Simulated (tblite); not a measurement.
Species: C5H15NOSi2.
Numbering: `[CH3:1][CH:2]([CH3:3])[O:4][Si@H:5]1[CH2:6][Si@@H:7]([NH2:8])[CH2:9]1` (hydrogens: H10, H11, H12 on C1; H13 on C2; H14, H15, H16 on C3; H17 on Si5; H18, H19 on C6; H20 on Si7; H21, H22 on N8; H23, H24 on C9)

Computed with GFN2-xTB (tblite), gas phase: L-BFGS steps from a force-field or distance-geometry start until the largest atomic force falls under 0.01 eV/Å.

Step 39: E = -784.3356 eV
```
atom  x, y, z in Å  |  force x, y, z in eV/Å
C1     -2.6825   -0.1393    1.8880    0.054   0.029  -0.116
C2     -2.0448   -0.0998    0.4861    0.007  -0.058  -0.117
C3     -3.0239   -0.6489   -0.5465   -0.048   0.043  -0.048
O4     -0.8694   -0.8735    0.3951    0.042   0.158   0.090
Si5     0.6931   -0.4956    0.6206   -0.007   0.090   0.105
C6      1.9280   -1.2097   -0.6480   -0.028  -0.036  -0.007
Si7     2.8872    0.4346   -0.6427   -0.013  -0.008   0.088
N8      3.1954    1.1218   -2.1945   -0.051   0.081  -0.015
C9      1.3892    1.2382    0.2097   -0.113  -0.032   0.023
H10    -2.6666    0.8460    2.3430    0.123  -0.016   0.105
H11    -2.1497   -0.8423    2.5222    0.010   0.038  -0.039
H12    -3.7238   -0.4486    1.8144    0.083  -0.059   0.051
H13    -1.8057    0.9428    0.2288    0.072  -0.093   0.019
H14    -3.8845    0.0071   -0.6080   -0.142   0.044  -0.028
H15    -2.5550   -0.6976   -1.5267    0.014  -0.079   0.056
H16    -3.3529   -1.6404   -0.2419    0.073  -0.006  -0.127
H17     1.0705   -0.8444    1.9962   -0.055  -0.022   0.020
H18     1.5004   -1.4672   -1.6082   -0.095   0.008  -0.114
H19     2.4892   -2.0739   -0.3198    0.022  -0.108   0.100
H20     4.0284    0.3656    0.2795    0.085  -0.001  -0.002
H21     3.9430    0.7286   -2.7380    0.072  -0.087  -0.085
H22     3.2448    2.1272   -2.2492   -0.010  -0.004   0.009
H23     0.7828    1.7933   -0.4984   -0.098   0.067  -0.008
H24     1.5950    1.8956    1.0458    0.001   0.048   0.039
```

Step 40: E = -784.3415 eV
```
atom  x, y, z in Å  |  force x, y, z in eV/Å
C1     -2.6822   -0.1443    1.8803    0.029   0.034  -0.023
C2     -2.0515   -0.0986    0.4761    0.016  -0.004  -0.029
C3     -3.0336   -0.6500   -0.5491   -0.094   0.025  -0.068
O4     -0.8699   -0.8596    0.3789    0.084   0.102   0.080
Si5     0.6916   -0.4872    0.6241    0.018   0.099   0.077
C6      1.9337   -1.2085   -0.6382   -0.057  -0.065   0.001
Si7     2.8964    0.4343   -0.6406   -0.045   0.040  -0.012
N8      3.1859    1.1172   -2.2032    0.044  -0.002   0.017
C9      1.4035    1.2445    0.2210   -0.112   0.038   0.021
H10    -2.6691    0.8376    2.3456    0.152  -0.035   0.066
H11    -2.1478   -0.8507    2.5103    0.018   0.047  -0.052
H12    -3.7241   -0.4537    1.8155    0.081  -0.067   0.018
H13    -1.8178    0.9440    0.2224    0.059  -0.023  -0.004
H14    -3.9031   -0.0028   -0.6033   -0.091   0.024  -0.016
H15    -2.5719   -0.6926   -1.5319    0.024  -0.078   0.015
H16    -3.3497   -1.6451   -0.2443    0.058  -0.020  -0.129
H17     1.0563   -0.8390    2.0045   -0.067  -0.015  -0.011
H18     1.5096   -1.4727   -1.5999   -0.076   0.021  -0.064
H19     2.4922   -2.0732   -0.3009   -0.005  -0.056   0.080
H20     4.0478    0.3646    0.2692    0.079   0.006  -0.008
H21     3.9290    0.7200   -2.7571   -0.046  -0.025   0.010
H22     3.2405    2.1230   -2.2577   -0.008  -0.028   0.007
H23     0.7998    1.8192   -0.4788   -0.038  -0.004   0.053
H24     1.6225    1.8931    1.0646   -0.023  -0.014  -0.029
```

Problem. Estimate the geometry and energy of step 41. (The exact step hangs on the optimiser's Hessian estimate; all steps are aligned on step 40, rigid shifts and turns removed.)

Solution. E = -784.3468 eV, largest force 0.159 eV/Å
```
atom  x, y, z in Å  |  force x, y, z in eV/Å
C1     -2.6798   -0.1460    1.8744   -0.005   0.024   0.076
C2     -2.0551   -0.0990    0.4689    0.011   0.053   0.056
C3     -3.0402   -0.6495   -0.5521   -0.077  -0.002  -0.050
O4     -0.8684   -0.8478    0.3708    0.085  -0.006   0.043
Si5     0.6912   -0.4812    0.6283    0.048   0.071   0.031
C6      1.9358   -1.2093   -0.6335   -0.077  -0.044   0.024
Si7     2.9003    0.4349   -0.6393   -0.077   0.037  -0.053
N8      3.1822    1.1150   -2.2070    0.077  -0.033   0.033
C9      1.4081    1.2476    0.2279   -0.043   0.052  -0.001
H10    -2.6656    0.8323    2.3492    0.154  -0.037   0.017
H11    -2.1466   -0.8533    2.5036    0.051   0.024  -0.058
H12    -3.7211   -0.4576    1.8172    0.058  -0.056  -0.007
H13    -1.8224    0.9416    0.2197    0.041   0.089  -0.045
H14    -3.9152   -0.0078   -0.6013   -0.047   0.004  -0.015
H15    -2.5796   -0.6924   -1.5330    0.033  -0.048  -0.062
H16    -3.3449   -1.6477   -0.2502    0.014  -0.054  -0.100
H17     1.0424   -0.8341    2.0119   -0.058  -0.015  -0.016
H18     1.5113   -1.4755   -1.5963   -0.053   0.030  -0.010
H19     2.4936   -2.0747   -0.2918   -0.032  -0.014   0.059
H20     4.0592    0.3650    0.2626    0.060   0.010  -0.015
H21     3.9207    0.7141   -2.7676   -0.099   0.008   0.059
H22     3.2386    2.1211   -2.2627   -0.003  -0.050   0.005
H23     0.8077    1.8333   -0.4662   -0.036  -0.025   0.054
H24     1.6359    1.8905    1.0738   -0.028  -0.018  -0.025
```

The energy changes by -0.0054 eV. The first-order estimate −F·Δx gives -0.0077 eV and the mean of the old and new forces, exact on a quadratic surface, -0.0054 eV. The step makes an angle of 71° with the force vector and moves no atom by more than 0.020 Å.

What follows is the cost of the whole relaxation. Time: 1.7 s. Hardware: one thread, Arm Neoverse V1 (aarch64) (shared host).
